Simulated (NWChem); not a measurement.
System: AuH$_{3}$O; SMILES [AuH]<-[OH2]

Input file for NWChem:

```
start job
memory heap 200 mb stack 900 mb global 1100 mb
geometry units angstroms noautoz
  Au    -0.000918    -0.220175     0.008522
  H     -0.000549    -1.767971    -0.025703
  O     -0.001176     2.032746     0.043628
  H     -0.771610     2.398142    -0.409604
  H      0.766475     2.397603    -0.414612
end
basis spherical
  * library def2-svpd
end
ecp
  Au library def2-ecp
end
dft
  xc pbe0
  iterations 150
end
tddft
  cis
  nroots 6
  notriplet
end
task tddft energy
```

The geometry was optimised at PBE0/def2-SVP. No frequency run checked for a minimum. def2 effective core potentials on Au; no spin-orbit coupling.

Vertical excitations in the gas phase.

**Question.** What results follow from this input? (PBE0/def2-SVPD with def2 effective core potentials on Au, TDA.) Quantities: lowest excitation, singlet (eV); oscillator strength of that lowest state; lowest state with f > 0.02, singlet (eV); oscillator strength of that bright state; orbital gap (eV).

**Answer.** 
| Item | Result |
|---|---|
| lowest excitation, singlet (eV) | 4.81 |
| oscillator strength of that lowest state | 0.102 |
| lowest state with f > 0.02, singlet (eV) | 4.81 |
| oscillator strength of that bright state | 0.102 |
| orbital gap (eV) | 5.77 |
